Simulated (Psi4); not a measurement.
F6Se, charge +1, doublet, geometry from GFN2-xTB (a state made from the parent by changing its charge; the spin is typed, not shown lowest), with bond 7-2 at 2.0 times its length; Psi4 1.11 with HF/6-31G*.

Psi4 was given this input:
```
memory 2 GB

molecule {
1 2
  F     0.97457506   -1.34187171   -0.50462018
  Se   -0.01830579   -0.02215590   -0.00520098
  F     1.23203182    1.09081494   -0.49112291
  F    -1.25281179   -1.10992342    0.49100163
  F    -0.70622335    0.07384453   -1.58432304
  F     0.68996947   -0.08930163    1.57800609
  F    -1.95861673    2.67053424    1.00619838
}

set basis 6-31g*
set reference uhf
set df_basis_scf cc-pvtz-jkfit

energy('scf')
print_variables()
```

Task: Write the output that Psi4 gives for this input, abridged.

Result: 
```
   => Loading Basis Set <=

    Name: 6-31G*
    Role: ORBITAL
    Keyword: BASIS

         ---------------------------------------------------------
                                   SCF
               by Justin Turney, Rob Parrish, Andy Simmonett
                          and Daniel G. A. Smith
                              UHF Reference
         ---------------------------------------------------------

  ==> Geometry <==

    Molecular point group: c1
    Full point group: C1

    Geometry (in Angstrom), charge = 1, multiplicity = 2:

       Center              X                  Y                   Z               Mass
    ------------   -----------------  -----------------  -----------------  -----------------
         F            1.082161407196    -1.459532032168    -0.550988940729    18.998403162730
         SE           0.089280557196    -0.139816222168    -0.051569740729    79.916521800000
         F            1.339618167196     0.973154617832    -0.537491670729    18.998403162730
         F           -1.145225442804    -1.227583742168     0.444632869271    18.998403162730
         F           -0.598637002804    -0.043815792168    -1.630691800729    18.998403162730
         F            0.797555817196    -0.206961952168     1.531637329271    18.998403162730
         F           -1.851030382804     2.552873917832     0.959829619271    18.998403162730

  Running in c1 symmetry.

  Rotational constants: A =      0.07407  B =      0.04288  C =      0.04286 [cm^-1]
  Rotational constants: A =   2220.48514  B =   1285.40936  C =   1285.04041 [MHz]
  Nuclear repulsion =  732.198452223479080

  Charge       = 1
  Multiplicity = 2
  Electrons    = 87
  Nalpha       = 44
  Nbeta        = 43

  ==> Algorithm <==

  SCF Algorithm Type is DF.
  DIIS enabled.
  MOM disabled.
  Fractional occupation disabled.
  Guess Type is SAD.
  Energy threshold   = 1.00e-06
  Density threshold  = 1.00e-06
  Integral threshold = 1.00e-12

  ==> Primary Basis <==

  Basis Set: 6-31G*
    Blend: 6-31G*
    Number of shells: 48
    Number of basis functions: 125
    Number of Cartesian functions: 125
    Spherical Harmonics?: false
    Max angular momentum: 2

   => Loading Basis Set <=

    Name: CC-PVTZ-JKFIT
    Role: JKFIT
    Keyword: DF_BASIS_SCF

  ==> Integral Setup <==

  SCF_SUBTYPE=INCORE selected. In-core MEM_DF algorithm will be used.
  Using in-core AOs.

  ==> MemDFJK: Density-Fitted J/K Matrices <==

    J tasked:                   Yes
[...]
   @DF-UHF iter   8: -2995.47013049265934   -3.41180e-07   1.74214e-06 DIIS
   @DF-UHF iter   9: -2995.47013054648232   -5.38230e-08   8.67960e-07 DIIS
  Energy and wave function converged.

  ==> Post-Iterations <==

   @Spin Contamination Metric:   3.014027344E-03
   @S^2 Expected:                7.500000000E-01
   @S^2 Observed:                7.530140273E-01
   @S   Expected:                5.000000000E-01
   @S   Observed:                5.000000000E-01

    Orbital Energies [Eh]
    ---------------------

    Alpha Occupied:

[...]
    Alpha Virtual:

[...]
    Beta Occupied:

[...]
      43A     -0.849021

    Beta Virtual:

[...]
     125A     91.635444

    Final Occupation by Irrep:
              A
    DOCC [    43 ]
    SOCC [     1 ]
    NA   [    44 ]
    NB   [    43 ]

  @DF-UHF Final Energy: -2995.47013054648232

   => Energetics <=

    Nuclear Repulsion Energy =            732.1984522234790802
    One-Electron Energy =               -5607.4564088194838405
    Two-Electron Energy =                1879.7878260495226641
    Total Energy =                      -2995.4701305464823236

  UHF NO Occupations:
  HONO-2 :   42  A 1.9997280
  HONO-1 :   43  A 1.9989029
  HONO-0 :   44  A 1.0000000
  LUNO+0 :   45  A 0.0010971
  LUNO+1 :   46  A 0.0002720
  LUNO+2 :   47  A 0.0001383
  LUNO+3 :   48  A 0.0000003

Computation Completed

Properties will be evaluated at   0.000000,   0.000000,   0.000000 [a0]

Properties computed using the SCF density matrix

 Multipole Moments:

 ------------------------------------------------------------------------------------
     Multipole            Electronic (a.u.)      Nuclear  (a.u.)        Total (a.u.)
 ------------------------------------------------------------------------------------

 L = 1.  Multiply by 2.5417464519 to convert [e a0] to [Debye]
 Dipole X            :          0.2598779           -0.6509691           -0.3910911
 Dipole Y            :         -0.6033775            1.0194385            0.4160609
 Dipole Z            :         -0.2122715            0.3760091            0.1637376
 Magnitude           :                                                    0.5940277

 ------------------------------------------------------------------------------------

  Variable Map:
  ----------------------------------------------------------------------------
[...]
  Array Variable Map:
  ----------------------------------------------------------------------------
[...]
[...]
```
